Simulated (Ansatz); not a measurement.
Consider the redistribution: `[TeH]CI` + `N=C(N)[SiH2]Cl` → `N=C(N)[TeH]` + `Cl[SiH2]CI`.

Calculated with Ansatz (gas phase, PBE0-D4/def2-TZVP geometries, no zero-point term in ΔE). CCSD(T)/CBS is the MP2 limit (def2-TZVPP, def2-QZVPP) plus CCSD(T) − MP2 in def2-TZVPP, frozen cores. DFT in def2-TZVPP. B3LYP here is the variant with VWN-RPA as its local correlation; programs differ in this. Elements past krypton have def2 core potentials. For I, Te outer-core shells are correlated without core-valence functions, which leaves a few kJ/mol of doubt a bond. Each species was taken in one conformer, which may not be the lowest.

`[TeH]CI`:

```xyz
6

Te   -1.427    0.951    0.072
C     0.528    0.112    0.183
I     1.285   -0.817   -1.587
H    -2.154   -0.533   -0.054
H     0.562   -0.639    0.965
H     1.206    0.926    0.422
```

`N=C(N)[SiH2]Cl`:

Cartesian coordinates in Å:
```
N -1.655 0.125 0.412
C -0.380 0.067 0.371
N 0.516 0.169 1.382
Si 0.175 -0.218 -1.406
Cl 2.247 -0.282 -1.468
H -2.030 0.275 1.351
H 1.501 0.134 1.191
H 0.218 0.347 2.326
H -0.265 0.902 -2.263
H -0.328 -1.518 -1.897
```

`N=C(N)[TeH]`:

```xyz
8

N     0.253   -0.488    1.306
C     0.189   -0.064    0.122
N     0.823   -0.690   -0.912
Te   -0.765    1.757   -0.554
H    -0.153    0.140    1.988
H     1.247   -1.574   -0.670
H     0.397   -0.642   -1.821
H    -1.992    1.562    0.541
```

`Cl[SiH2]CI`:

Z-matrix (Å, degrees):
```
Si
C 1 1.866
Cl 1 2.049 2 109.8
H 1 1.485 2 109.2 3 -117.8
H 1 1.479 2 110.4 3 120.1
I 2 2.137 1 111.1 3 -65.2
H 2 1.090 1 111.2 3 176.5
H 2 1.089 1 112.3 3 54.0
```

Task: Is it downhill or uphill in electronic energy at CCSD(T)/CBS, and by how much? (An estimate is asked.)

Result: Ansatz gave: Downhill: ΔE = -0.28 eV.

Task: What do these levels give: PBE-D4, PBE0-D4, B2PLYP, PBE0, B3LYP, HF/def2-TZVPP, SCS-MP2/def2-TZVPP, CCSD(T)/def2-TZVPP, HF/def2-QZVPP, SCS-MP2/def2-QZVPP, HF/CBS(def2), CCSD/CBS(def2)? (An estimate is asked.)

Result: Computed: PBE-D4 -0.31, PBE0-D4 -0.30, B2PLYP -0.28, PBE0 -0.29, B3LYP -0.26, HF/def2-TZVPP -0.22, SCS-MP2/def2-TZVPP -0.29, CCSD(T)/def2-TZVPP -0.30, HF/def2-QZVPP -0.22, SCS-MP2/def2-QZVPP -0.28, HF/CBS(def2) -0.22, CCSD/CBS(def2) -0.27 eV.

Largest T1 diagnostic among the species: 0.014.

In def2-TZVPP, CCSD(T) changes the Hartree–Fock value by −0.08 eV (the triples alone add −0.02 eV) and MP2 by −0.09 eV.
